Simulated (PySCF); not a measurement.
## Structure elucidation problem

Molecular formula: C6H9FSi. Simulated spectra:

$^{1}$H NMR (300 MHz, computed): δ 5.43 (m, 2H), 4.29 (s, 3H), 3.13 (s, 1H), 1.91 (s, 3H).

$^{13}$C{$^{1}$H} NMR (computed): δ 153.6, 133.8, 92.9, 90.1, 88.0, 22.6.

Theoretical values (PySCF 2.14.0 with density-fitted response routines): geometry from GFN2-xTB, GIAO PBE0/pcSseg-1 shieldings. No relativistic terms, one conformer, isolated molecule, fast rotation and ring inversion assumed for equivalent nuclei.

Shifts are taken against calculated references (same method and geometry level): TMS for $^{1}$H, $^{13}$C.

Which candidate is it?
A. C#C[C@H](F)[SiH2]C(=C)C
B. CC1=C[SiH2]C(CF)=C1
C. C[SiH2]/C(F)=C1\C=CC1
D. FCC#CC1C[SiH2]C1
E. C#C/C(C)=C(\[SiH3])CF
F. C#C[C@@H](C)[C@@H]1C[Si@@H]1F

Answers

E. 

1. The formula gives 3 degrees of unsaturation (no ring in the answer).
2. 6 carbon signals for 6 carbons: no two carbons are equivalent.
3. Carbon types of the structure: 3 × C, 1 × CH, 1 × CH2, 1 × CH3, leaving 3 H on heteroatoms.
4. δC 153.6, 133.8: fully substituted alkene carbon; the olefinic region.
5. δC 92.9: terminal alkyne carbon; the triple bond shields along its axis, which puts it between sp3 and sp2 carbons.
6. δC 90.1: alkyne carbon; the triple bond shields along its axis, which puts it between sp3 and sp2 carbons.
7. δC 88.0: allylic sp3 CH2 bonded to F; the inductive effect lowers its shielding.
8. δC 22.6: allylic methyl carbon; a saturated carbon with 1 carbon neighbour and no heteroatom attached.

The others: C#C[C@H](F)[SiH2]C(=C)C would give 7 signals for carbon-bound and other non-exchanging H, not 4; FCC#CC1C[SiH2]C1 would give 5 carbon signals, not 6; CC1=C[SiH2]C(CF)=C1 would give 5 signals for carbon-bound and other non-exchanging H, not 4; C#C[C@@H](C)[C@@H]1C[Si@@H]1F would give 7 signals for carbon-bound and other non-exchanging H, not 4; C[SiH2]/C(F)=C1\C=CC1 would give 5 signals for carbon-bound and other non-exchanging H, not 4.

Splittings by $^{19}$F in the carbon and heteronuclear signals aren't shown, as no couplings were computed. Shifts are as computed. Against solution values, carbons near 30 ppm lie about +3 ppm off and those near 130 ppm about +5 ppm. Of 1309 compounds with measured shifts, 239 miss one by over three times the rms of a fit or turn the order of signals round; such compounds aren't used in these exercises. Multiplicities follow the n + 1 count of equivalent neighbours, as no J values were calculated; m marks all less simple cases, F and P coupling included.
